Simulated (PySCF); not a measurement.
# What a mistake does to a calculation on C2H7Si

These are calculations, not measurements. The program is PySCF 2.14.0, an open-source quantum chemistry code, run on an isolated molecule that a program drew, which may never have been made. The molecule is C2H7Si (charge 0, doublet), drawn as the SMILES string `CC[SiH2]`.

Each row is a Hartree-Fock (HF) and frozen-core CCSD(T) single point in the cc-pV(D+d)Z basis, meant for a local HF minimum. Run 1 is clean. Each other run has one planted mistake out of seven kinds, and not every kind appears here: one electron removed, one electron added, multiplicity raised by two, geometry at a saddle point, minimal basis STO-3G, one bond length entered in bohr, all coordinates scaled. The reference is restricted for singlets and unrestricted otherwise, and also for a bond in bohr. Adding or removing an electron swaps singlet and doublet. Electrons count all cores. HOMO and LUMO are orbital energies over both spins, the gradient is its largest component, and the lowest frequency (negative if imaginary) is given only where the gradient is small. Bond lengths are over the 9 bonds as drawn. T1 is the CCSD diagnostic: over 0.02 (restricted) or 0.045 (unrestricted) a single reference is doubtful.

Geometry of the clean run:
```xyz
10
C2H7Si, angstrom
C    -1.1066    1.9416   -1.6011
C    -0.6788    0.4947   -1.3109
Si   -0.9953   -0.0848    0.4647
H    -2.1760    2.0838   -1.4277
H    -0.9017    2.2105   -2.6407
H    -0.5714    2.6506   -0.9647
H     0.3891    0.3720   -1.5199
H    -1.1991   -0.1914   -1.9875
H    -2.4411   -0.0285    0.8044
H    -0.2343    0.7320    1.4458
```

| run | electrons | basis functions | <S^2> | HOMO (eV) | LUMO (eV) | gradient (hartree/bohr) | lowest frequency (cm^-1) | mean bond (Å) | longest bond (Å) | T1 | HF (hartree) | CCSD(T) (hartree) | mistake |
|---|---|---|---|---|---|---|---|---|---|---|---|---|---|
| 1 | 33 | 86 | 0.754 | -8.69 | 1.75 | 3.5e-05 | 154 | 1.3191 | 1.894 | 0.0101 | -368.71098 | -369.15470 | no fault |
| 2 | 34 | 86 | 0.000 | -0.07 | 9.09 | 7.0e-02 | - | 1.3191 | 1.894 | 0.0103 | -368.67771 | -369.15347 | one electron added |
| 3 | 33 | 86 | 0.754 | -8.41 | 2.10 | 8.1e-02 | - | 1.2110 | 1.739 | 0.0097 | -368.64397 | -369.07747 | all coordinates scaled |
| 4 | 33 | 86 | 1.260 | -8.75 | 1.20 | 2.0e-02 | - | 1.4661 | 2.809 | 0.0364 | -368.60948 | -369.04363 | one bond length entered in bohr |
| 5 | 33 | 26 | 0.752 | -6.37 | 6.52 | 2.9e-02 | - | 1.3191 | 1.894 | 0.0033 | -364.44398 | -364.63222 | ? |
| 6 | 33 | 86 | 3.760 | -2.77 | -2.31 | 1.7e-01 | - | 1.3191 | 1.894 | 0.0287 | -368.41860 | -368.85697 | ? |

**Which mistake was planted in run 5, and what did it cost?**

It has 26 basis functions where the clean run has 86, with the same electrons and geometry. So the mistake is: minimal basis STO-3G. Subtracting run 1 and multiplying by 627.51 kcal/mol a hartree, the energy moved by 2677.6 kcal/mol in HF and 2837.9 kcal/mol in CCSD(T).

**Which mistake was planted in run 6, and what did it cost?**

Electrons, basis and geometry are unchanged, and <S^2> is 3.760, beside S(S+1) = 3.75 for a multiplicity of 4. So the mistake is: multiplicity raised by two. Subtracting run 1 and multiplying by 627.51 kcal/mol a hartree, the energy moved by 183.5 kcal/mol in HF and 186.8 kcal/mol in CCSD(T).

Cautions from the logs. Run 2: the added electron raises the CCSD(T) energy, so it isn't bound in this basis.
